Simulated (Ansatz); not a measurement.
`BC1=C(S)C1`, 10 atoms. Charge 0, multiplicity 1. All runs use 2 threads of an Arm Neoverse V1 on a shared host. Correlated methods freeze the cores.

Question: Give the basis size and wall time and peak host memory of each of these runs in Ansatz. RKS PBE0-D4/def2-TZVPP energy; RKS PBE-QIDH (frozen core)/def2-TZVPP energy; RKS PBE0-D4/def2-SVP energy; RKS r2SCAN-D4/def2-TZVPP energy and forces; RKS PBE0-D4/def2-TZVP relaxation (7 steps); RKS ωB97M-V/def2-QZVPP energy; RKS ωB97X-V/def2-TZVPP energy; RKS ωB97M-V/def2-SVP energy; RHF-CCSD(T)/def2-TZVPP energy; direct RPA on PBE orbitals/def2-TZVPP energy; RHF-MP2/def2-QZVPP energy; RKS PBE0-D4/def2-QZVPP energy. (Estimate.)

Answer: Computed: Other jobs shared the machine, so times are rough.

```tsv
level	job	functions	wall time	peak host memory (GiB)
RKS PBE0-D4/def2-SVP	energy	99	1.6 s	0.2
RKS PBE0-D4/def2-TZVPP	energy	236	4.9 s	0.51
RKS ωB97M-V/def2-SVP	energy	99	7 s	0.27
RKS r2SCAN-D4/def2-TZVPP	energy and forces	236	8.5 s	0.3
RKS PBE-QIDH (frozen core)/def2-TZVPP	energy	236	11 s	0.57
direct RPA on PBE orbitals/def2-TZVPP	energy	236	11 s	0.59
RKS ωB97X-V/def2-TZVPP	energy	236	13 s	0.63
RKS PBE0-D4/def2-QZVPP	energy	448	14 s	1.3
RKS ωB97M-V/def2-QZVPP	energy	448	32 s	1.6
RHF-MP2/def2-QZVPP	energy	448	35 s	2.5
RKS PBE0-D4/def2-TZVP	relaxation (7 steps)	191	42 s	0.46
RHF-CCSD(T)/def2-TZVPP	energy	236	9.6 min	1.9
```
